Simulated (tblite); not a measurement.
C6H8N (doublet state).
Bonds: C1–C2, C2–N3, C2–C4, C4–C5 (double), C5–C6, C6–C7 (double), C5–C7. Hydrogens: H8, H9, H10 on C1; H11, H12 on N3; H13 on C4; H14 on C6; H15 on C7.
Bond orders are those of one Lewis drawing.

Computed with GFN2-xTB (tblite), gas phase: L-BFGS steps from a force-field or distance-geometry start until the largest atomic force falls under 0.01 eV/Å.

At the end of the run (lengths in Å): N3–H11 1.009, C2–C4 1.393, N3–H12 1.011, C1–H9 1.086, C5–C6 1.488, C6–H14 1.061, C4=C5 1.352, C4–C5–C6 152.6°, C4–C5–C7 153.2°, C2–C4–C5 126.0°, C1–C2–N3 115.9°, C1–C2–C4–C5 179°, C2–C4–C5–C6 3°, C4–C5–C6–C7 177°, H11–N3–C2–C1 -165°, H13–C4–C2–C1 0°.

Question: These geometries were met on the way; a selection of coordinates is given. Order them by energy above the end point, lowest first.
A. N3–H11 1.021, C2–C4 1.391, N3–H12 1.020, C1–H9 1.087, C5–C6 1.494, C6–H14 1.065, C4=C5 1.361, C4–C5–C6 144.6°, C4–C5–C7 146.9°, C2–C4–C5 123.9°, C1–C2–N3 116.4°, C1–C2–C4–C5 -159°, C2–C4–C5–C6 40°, C4–C5–C6–C7 140°, H11–N3–C2–C1 -160°, H13–C4–C2–C1 20°
B. N3–H11 1.067, C2–C4 1.445, N3–H12 1.055, C1–H9 1.128, C5–C6 1.450, C6–H14 1.093, C4=C5 1.323, C4–C5–C6 149.1°, C4–C5–C7 156.2°, C2–C4–C5 119.4°, C1–C2–N3 119.8°, C1–C2–C4–C5 -116°, C2–C4–C5–C6 -2°, C4–C5–C6–C7 -178°, H11–N3–C2–C1 -92°, H13–C4–C2–C1 62°
C. N3–H11 1.032, C2–C4 1.387, N3–H12 1.009, C1–H9 1.106, C5–C6 1.500, C6–H14 1.062, C4=C5 1.362, C4–C5–C6 144.7°, C4–C5–C7 145.6°, C2–C4–C5 122.5°, C1–C2–N3 119.2°, C1–C2–C4–C5 -159°, C2–C4–C5–C6 44°, C4–C5–C6–C7 138°, H11–N3–C2–C1 -161°, H13–C4–C2–C1 23°
D. N3–H11 1.014, C2–C4 1.396, N3–H12 1.017, C1–H9 1.089, C5–C6 1.468, C6–H14 1.062, C4=C5 1.348, C4–C5–C6 150.0°, C4–C5–C7 151.1°, C2–C4–C5 124.6°, C1–C2–N3 117.9°, C1–C2–C4–C5 -164°, C2–C4–C5–C6 29°, C4–C5–C6–C7 155°, H11–N3–C2–C1 -170°, H13–C4–C2–C1 20°
E. N3–H11 1.030, C2–C4 1.428, N3–H12 1.017, C1–H9 1.089, C5–C6 1.466, C6–H14 1.058, C4=C5 1.349, C4–C5–C6 146.2°, C4–C5–C7 151.6°, C2–C4–C5 122.2°, C1–C2–N3 119.1°, C1–C2–C4–C5 -133°, C2–C4–C5–C6 30°, C4–C5–C6–C7 150°, H11–N3–C2–C1 -115°, H13–C4–C2–C1 45°

Answer: D (0.115 eV), A (0.204 eV), C (0.348 eV), E (0.613 eV), B (0.995 eV).

| step | E above end (eV) | rms distance from the end, all atoms (Å) | largest force (eV/Å) | rms shift of all bonds from the end (Å) |
| --- | --- | --- | --- | --- |
| 33 | 0.115 | 0.486 | 0.191 | 0.009 |
| 27 | 0.204 | 0.567 | 0.382 | 0.005 |
| 21 | 0.348 | 0.597 | 1.018 | 0.011 |
| 13 | 0.613 | 0.845 | 0.621 | 0.015 |
| 0 | 0.995 | 0.957 | 2.422 | 0.032 |

Rows stand in the order of the answer.
